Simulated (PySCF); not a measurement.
Level of theory: B3LYP-D3(BJ)/def2-TZVP (PySCF 2.14.0). All species are isolated molecules in the gas phase. One relaxed conformer stands for a flexible species; it need not be the lowest. B3LYP has the VWN-RPA correlation part, as in Gaussian. Excitations are Tamm–Dancoff values on a coarser integration grid. The basis has no diffuse functions, so Rydberg states are missing or too high.

Reference species (SMILES): `C(B=C)N` (neutral, multiplicity 1).

```
Property                                       Value
-------------------------------------------  -------
S1 oscillator strength                         0.000
T1 excitation (TDA)                          3.25 eV
S1 excitation (TDA)                          3.64 eV
brightest of the four lowest singlets (TDA)  5.59 eV
```

After one change: the S1 oscillator strength is nearly the same; the T1 excitation (TDA) rises by 0.87 eV; the S1 excitation (TDA) rises by 1.02 eV; the brightest of the four lowest singlets (TDA) rises by 1.11 eV.

### Question
What was changed between the two runs? The new species is one of these.
A) `B/C=N\C`
B) `[H]/B=C/NC`
C) `[H]/B=C(\C)N`
D) `C=NBC`

### Answer
D, `C=NBC`
